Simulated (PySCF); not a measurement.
NICS in one family of compounds.

Probes without a nucleus sit at each ring's centroid and 1 Å off its mean plane on both sides; NICS is minus the shielding there, NICSzz its component along the normal. Level: GIAO PBE0/pcSseg-1 (PySCF, non-relativistic, gas phase) on the GFN2-xTB geometries, one conformer each. Atom numbers follow the mapped SMILES.

Problem. Order these rings by mean NICS(1)zz, lowest (most negative) first (ppm).
A. ring C2–C3–O4–C5–P6 in `[Cl:1][c:2]1[cH:3][o:4][cH:5][p:6]1`
B. ring C3–O4–C5–P6–C7 in `[CH3:1][CH2:2][c:3]1[o:4][cH:5][p:6][c:7]1[Cl:8]`
C. ring C4–O5–C6–P8–C9 in `[CH3:1][C:2](=[O:3])[c:4]1[o:5][c:6]([Cl:7])[p:8][c:9]1[Cl:10]`
D. ring C4–O5–C6–P8–C9 in `[CH3:1][C:2](=[O:3])[c:4]1[o:5][c:6]([CH3:7])[p:8][c:9]1[Cl:10]`
E. ring C4–O5–C6–P9–C10 in `[CH3:1][C:2](=[O:3])[c:4]1[o:5][c:6]([CH:7]=[O:8])[p:9][c:10]1[Cl:11]`
F. ring C7–C8–C9–C10–C11–C12 in `[Cl:1][c:2]1[p:3][cH:4][o:5][c:6]1-[c:7]1[cH:8][cH:9][cH:10][cH:11][cH:12]1`

Solution. F (-26.2), A (-24.8), B (-23.1), E (-21.2), D (-20.0), C (-19.0).

| SMILES | ring | NICS(0) | NICS(1) | NICS(1)zz | HOMA | rms pucker (Å) | ring atoms with four or more neighbours |
| --- | --- | --- | --- | --- | --- | --- | --- |
| Clc1pcoc1-c1ccccc1 | 6-membered carbocycle; formal bonds all aromatic | -7.9 | -10.7 | -26.2 | 0.99 | 0.00 | 0 |
| Clc1cocp1 | 5-membered ring with O and P; formal bonds all aromatic | -11.8 | -10.7 | -24.8 | 0.51 | 0.00 | 0 |
| CCc1ocpc1Cl | 5-membered ring with O and P; formal bonds all aromatic | -11.4 | -10.4 | -23.1 | 0.49 | 0.00 | 0 |
| CC(=O)c1oc(C=O)pc1Cl | 5-membered ring with O and P; formal bonds all aromatic | -10.3 | -10.3 | -21.2 | 0.50 | 0.00 | 0 |
| CC(=O)c1oc(C)pc1Cl | 5-membered ring with O and P; formal bonds all aromatic | -10.0 | -9.8 | -20.0 | 0.47 | 0.00 | 0 |
| CC(=O)c1oc(Cl)pc1Cl | 5-membered ring with O and P; formal bonds all aromatic | -10.7 | -9.5 | -19.0 | 0.45 | 0.00 | 0 |

NICS(0) gives another order. The isotropic NICS(1) ties some rings at the printed digit and otherwise keeps the order. Over the 6 rings with a HOMA value its correlation coefficient with NICS(1)zz is -0.74. HOMA uses Krygowski's 1993 parameters. NICS(1) and NICS(1)zz are means over the two faces.
